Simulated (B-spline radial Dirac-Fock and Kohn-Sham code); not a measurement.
## EELS cross sections of the Sr M1 (3s) edge

System: the free strontium atom, configuration [Kr] 5s2. The computed values come from a radial B-spline solver: the first Born approximation with generalised oscillator strengths from a Dirac-Hartree-Slater potential (longitudinal and transverse terms; continuum final states only, so no white lines or fine structure). The edge is taken at 358.7 eV (tabulated value).

Partial cross sections σ(β, Δ) in barn, integrated over a window Δ above the edge and up to the collection semi-angle β, for parallel illumination:

```
E₀ (kV)  β (mrad)  Δ = 25 eV  Δ = 50 eV  Δ = 100 eV  Δ = 200 eV  Δ = 300 eV
     60        20        499        935        1640        2580        3140
    100        10        298        556         968        1510        1820
    100        20        416        784        1390        2220        2720
    100        50        530       1030        1930        3250        4100
    100       100        574       1130        2140        3760        4900
    120         5        184        341         586         895        1070
    120        50        483        943        1770        3010        3810
    120       100        515       1010        1920        3370        4390
    200         5        185        345         599         931        1120
    200        50        383        749        1410        2440        3140
    200       100        392        768        1450        2540        3310
    300         5        186        347         608         955        1160
    300        10        245        463         821        1310        1620
    300        50          ?          ?           ?           ?           ?
```

Q: Give the row for 300 kV and 50 mrad.

A: 329 b for 25 eV, 643 b for 50 eV, 1210 b for 100 eV, 2110 b for 200 eV, 2730 b for 300 eV.
